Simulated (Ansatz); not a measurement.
Ideal-gas functions of CH$_{4}$O$_{2}$Sn (`C[O][Sn][OH]`) at 800 K and 1 bar, from an Ansatz frequency run at PBE0-D4/def2-TZVP.

Molar mass 166.75 g/mol, point group Cs (symmetry number 1), electronic degeneracy 1, moments of inertia 70.471, 166.173, 233.461 u Å². Harmonic wavenumbers (cm⁻¹, unscaled): 47, 137, 145, 252, 378, 516, 595, 710, 1119, 1172, 1185, 1471, 1493, 1497, 2980, 3031, 3075, 3876.

Use S(trans) = R[1.5 ln M + 2.5 ln T − 1.1517]; rotational temperatures θ = 24.2544 K / I; S(rot) = R[ln(√π/σ · √(T³/θAθBθC)) + 1.5]; for each mode x = 1.438777 ν̃/T, S = R[x/(eˣ − 1) − ln(1 − e⁻ˣ)] and H = RT x/(eˣ − 1); 1 cm⁻¹ = 0.0119627 kJ/mol; R = 8.31446 J/(mol·K).

**Question.** By hand: the entropy, in J/(mol·K).

**Answer.** Translation 193.2. Rotation: θ = 0.3442, 0.146, 0.1039 K, giving 122.4. Vibration, mode by mode: 28.86, 19.98, 19.51, 14.97, 11.68, 9.23, 8.14, 6.82, 3.77, 3.50, 3.44, 2.29, 2.22, 2.21, 0.25, 0.23, 0.22, 0.06, in all 137.4. Electronic 0.0. Sum 453.0 J/(mol·K).

**Question.** By hand: H − E and G − E in kJ/mol, counted from the electronic energy.

**Answer.** Zero-point energy ½ × 23679 × 0.0119627 = 141.6; thermal vibration 49.4; translation, rotation and pV give 4 RT = 26.6. H − E = 217.6 kJ/mol, and G − E = 217.6 − 800 × 453.0/1000 = -144.8 kJ/mol.

Vibration gives 30 % of the entropy, 68.4 J/(mol·K) of it from the modes under 150 cm⁻¹: soft modes count most, and the harmonic formula is weakest for them. The sum counts one conformer and one mirror image; others add a mixing term.
